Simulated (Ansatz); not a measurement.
Ansatz (a program for electronic structure) input (MP2/6-31G*):

Ansatz 0.2 input:
```yaml
crystal:
  periodic: [false, false, false]
  atoms:
    - {symbol: Br, position_ang: [-0.00000000, -0.00000000, -1.76654860]}
    - {symbol: B, position_ang: [0.00000000, 0.00000000, 0.00000000]}
    - {symbol: Br, position_ang: [0.00000000, 0.00000000, 1.76654860]}
basis:
  gaussian:
    orbitals: 6-31G*
total_charge: 1
magnetization: {spin_polarized: false}
correlation: {method: mp2, electrons: outside_noble_gas}
```

From the last part of the output:

```
WARN ansatz: RAYON_NUM_THREADS=1 ignored (pool sized by the plan → 1); use --threads N
Functional definition: HF
integrals: 0.04 GiB planned
805 factors; integrals over basis functions are off by at most 1.0e-3 eV
mean field: 0.41 GiB planned
mean field evaluation 1: about -140644.7597 eV, gradient 1.9e1 eV
mean field evaluation 2: about -140644.7897 eV, gradient 1.9e1 eV
mean field evaluation 4: about -140645.8697 eV, gradient 1.7e0 eV
mean field evaluation 8: about -140645.8854 eV, gradient 1.8e-4 eV
mean field -140645.88538802 eV, -5168.6409548045 hartree, gradient 5.2e-6 eV, S^2 0.000000; 0 other end points of the search recorded, 0 dependent functions left out
29 core orbitals not correlated
reference -140645.88538802 eV, -5168.6409548045 hartree; 8, 8 occupied and 48, 48 virtual orbitals, 805 factors
second order -8.14560902 eV of doubles, -0.00000000 eV of singles
Total energy: -140654.03099703 eV, -5168.9403004146 hartree
```

The dipole moment of an ion depends on the origin.
